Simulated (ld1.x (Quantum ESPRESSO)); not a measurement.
# What one change does to a pseudopotential (Se, RRKJ)

ld1.x (Quantum ESPRESSO) 7.5 input, shortened:

```
&input
   title='Se', zed=34., rel=1, dft='PZ', iswitch=3,
   config='[Ar] 3d10 4s2 4p4 4d-2'
 /
 &inputp
   pseudotype=2, tm=.false., rho0=0.005, lloc=1,
   nlcc=.true., rcore=1.15
 /
3
4S  1  0   2.00   0.00  1.60  1.60  0.0
4D  3  2  -2.00   0.25  1.30  1.30  0.0
4P  2  1   4.00   0.00  1.40  1.40  0.0
 &test
   configts(1)='4s2 4p4'
 /
```

All-electron outer shells of the reference configuration (LDA (PZ), scalar-relativistic, ld1.x):

```csv
shell,level (eV),outermost node (bohr),outermost maximum (bohr)
3p,-152.70,0.21,0.50
3d,-53.39,–,0.45
4s,-17.49,0.70,1.51
4p,-6.66,0.74,1.80
```

Change: wave 4s (bound): rc 1.60 bohr becomes 4s (bound): rc 2.20 bohr.

Cutoffs: the cutoffs (Ry, on a coarse ladder) from which the occupation-weighted sum of valence levels, in a spherical-Bessel basis at the reference potential, stays within 10 and 1 mRy of its value at 400 Ry; they do not see the model core or the augmentation charge, which bear on the density cutoff. Errors are all-electron minus pseudo energies relative to the spin-unpolarised reference configuration.

What does the change do?

The potential gets neither clearly harder nor softer (50 Ry and 90 Ry → 45 Ry and 90 Ry); the bound ghosts move from d, s to d; of the 9 tests that both files solve, the error grows in 4 and shrinks in 4 by more than 15 % and 0.3 meV (median size 2.7 → 9.3 meV).

| quantity | base | changed |
| --- | --- | --- |
| cutoff, loose | 50 Ry | 45 Ry |
| cutoff, tight | 90 Ry | 90 Ry |
| loose cutoff by channel (10 mRy a level) | s 35 Ry, p 12 Ry | s 18 Ry, p 12 Ry |
| bound ghosts | s, d | d |
| error for 4s2 4p3, meV [ΔE 11.01 eV] | -1.8 | -1.3 |
| error for 4s2 4p2, meV [ΔE 31.57 eV] | -13 | -9.3 |
| error for 4s2 4p1, meV [ΔE 62.72 eV] | -57 | -44 |
| error for 4s2 4p0, meV [ΔE 105.30 eV] | -186 | -149 |
| error for 4s2 4p3.5, meV [ΔE 4.39 eV] | -0.5 | -0.5 |
| error for 4s0 4p6, meV [ΔE 22.09 eV] | -1.4 | -28 |
| error for 4s1 4p4, meV [ΔE 22.59 eV] | -3.5 | -11 |
| error for 4s2 4p4 (spin-polarised), meV [ΔE -0.59 eV] | +2.6 | +3.4 |
| error for 4s2 4p3 (spin-polarised), meV [ΔE 9.37 eV] | +2.7 | +5.8 |

 A true bound ghost makes a file unfit for plane-wave use even where its test errors are small: the radial tests pick states by their node count and pass the ghost by.
